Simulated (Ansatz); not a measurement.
C2H7FSi2 (`F[SiH2]/C=C\[SiH3]`), relaxed with RKS PBE-D4/def2-SVP in Ansatz from a rough embedded geometry. The force threshold is 0.03 eV/Å; the program also tests the step.

Charge 0, multiplicity 1.

Start:

```xyz
12

F    -0.987    2.128   -0.101
Si    0.404    1.699   -0.853
C     1.156    0.269    0.090
C     0.608   -0.844    0.539
Si   -1.152   -1.440    0.514
H     1.320    2.850   -0.865
H     0.090    1.257   -2.233
H     2.228    0.475    0.207
H     1.233   -1.523    1.103
H    -1.758   -1.182   -0.753
H    -1.973   -0.790    1.596
H    -1.169   -2.898    0.757
```

| step | energy (eV) | largest force (eV/Å) | largest move (Å) |
| --- | --- | --- | --- |
| 1 | -20638.1211 | 1.673 | 0.000 |
| 2 | -20638.3078 | 0.643 | 0.107 |
| 3 | -20638.3336 | 0.785 | 0.159 |
| 4 | -20638.3682 | 0.320 | 0.072 |
| 5 | -20638.3790 | 0.062 | 0.077 |
| 6 | -20638.3822 | 0.055 | 0.062 |
| 7 | -20638.3837 | 0.085 | 0.042 |
| 8 | -20638.3850 | 0.098 | 0.063 |
| 9 | -20638.3859 | 0.095 | 0.132 |
| 10 | -20638.3870 | 0.055 | 0.016 |
| 11 | -20638.3883 | 0.044 | 0.054 |
| 12 | -20638.3888 | 0.110 | 0.134 |
| 13 | -20638.3903 | 0.067 | 0.019 |
| 14 | -20638.3910 | 0.047 | 0.018 |
| 15 | -20638.3920 | 0.057 | 0.070 |
| 16 | -20638.3921 | 0.155 | 0.121 |
| 17 | -20638.3931 | 0.080 | 0.022 |
| 18 | -20638.3936 | 0.034 | 0.025 |
| 19 | -20638.3942 | 0.022 | 0.070 |
| 20 (rejected) | -20638.3903 | 0.220 | 0.178 |
| 21 | -20638.3944 | 0.056 | 0.087 |
| 22 | -20638.3945 | 0.046 | 0.012 |
| 23 | -20638.3947 | 0.023 | 0.005 |

End:

```xyz
12

F    -1.235    1.440   -0.639
Si    0.388    1.653   -0.840
C     1.257    0.187   -0.076
C     0.664   -0.901    0.474
Si   -1.187   -1.297    0.638
H     0.785    2.933   -0.159
H     0.667    1.761   -2.314
H     2.366    0.231   -0.077
H     1.336   -1.679    0.890
H    -1.880   -1.311   -0.695
H    -1.882   -0.340    1.565
H    -1.278   -2.677    1.234
```

It took 49 s on 4 threads of an Arm Neoverse N1 on a shared host, with 0.15 GiB of host memory at the peak.
